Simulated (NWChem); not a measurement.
System: C₃H₇NSi; SMILES C=C/C=N/[SiH3]

NWChem input:

```
start job
memory heap 200 mb stack 900 mb global 1100 mb
geometry units angstroms noautosym nocenter noautoz
  C      0.755210     2.549747     0.000000
  C     -0.460535     1.990774     0.000000
  C     -0.668315     0.530506     0.000000
  N      0.287765    -0.306429     0.000000
  Si     0.125396    -2.050713     0.000000
  H      1.643675     1.911024     0.000000
  H      0.890092     3.633912     0.000000
  H     -1.361591     2.613092     0.000000
  H     -1.739351     0.227628     0.000000
  H     -0.612949    -2.521836     1.215930
  H     -0.612949    -2.521836    -1.215930
  H      1.482223    -2.663646     0.000000
end
basis spherical
  C library 6-31g*
  N library 6-31g*
  Si library 6-31g*
  H library 6-31g*
end
dft
  xc pbe0
  iterations 150
end
cosmo
  do_cosmo_smd true
  solvent dmf
end
task dft energy
```

Geometry: optimised at PBE0/def2-SVP. Not confirmed as a minimum by frequencies. Solvent: N,N-dimethylformamide.

Level: PBE0/6-31G* with SMD (1 M gas to 1 M solution), gas-phase geometry. Reactions with the solvent are ignored.

### Question
What results follow from this input? (PBE0/6-31G* (spherical d), SMD on the gas-phase geometry.) Quantities: solvation free energy (kcal/mol); cavity-dispersion-structure term (kcal/mol); dipole in solution (D).

### Answer
* **solvation free energy (kcal/mol)**: -2.8
* **cavity-dispersion-structure term (kcal/mol)**: 1.1
* **dipole in solution (D)**: 2.29
